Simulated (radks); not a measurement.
The platinum ion Pt2+ inside a hard spherical wall (all orbitals vanish at R), configuration held at [Xe] 4f14 5d8 and not refilled when levels cross. Calculated with a radial shooting solver on a logarithmic mesh with Libxc functionals: scalar-relativistic Kohn-Sham, LDA (Slater exchange, Perdew-Wang correlation), spin-polarised, spherical densities, finite nucleus; open shells are filled with parallel spins first (spin-orbit coupling, left out, can overturn this in heavy ions); Fermi nuclear charge, rms radius 5.427 fm. Eigenvalues in eV for spin up, with the zero of energy where the potential of the charges vanishes at infinity; a dash marks a level that is unbound or too diffuse for the functional's potential to be trusted. A positive occupied level is held by the wall or, in an anion where self-interaction has pushed it up, behind a barrier. The pressure on the wall is -dE/dV.

R (bohr)  E (hartree)  kinetic (hartree)    e(5s)    e(4f)    e(5p)    e(5d)  e(6s, empty)  e(6p, empty)  pressure (GPa)
free      -18398.3434          20503.236  -123.54  -91.678  -77.661  -26.716       -22.860       -14.755               0
15        -18398.3434          20503.236  -123.54  -91.678  -77.661  -26.716       -22.860       -14.755        < 0.0001
7         -18398.3433          20503.237  -123.54  -91.674  -77.657  -26.712       -22.850       -14.671         0.00757
5         -18398.3361          20503.309  -123.29  -91.410  -77.418  -26.493       -22.382       -13.263            1.55
3         -18397.7001          20506.943  -116.24  -83.532  -70.825  -19.354        -7.085        10.687             383
2.5       -18396.2395          20514.012  -107.98  -73.721  -62.830   -9.296        16.070        41.550            1940
1.5       -18362.4056          20648.737  -27.672   12.710   29.007   109.22        296.49        361.95          125000
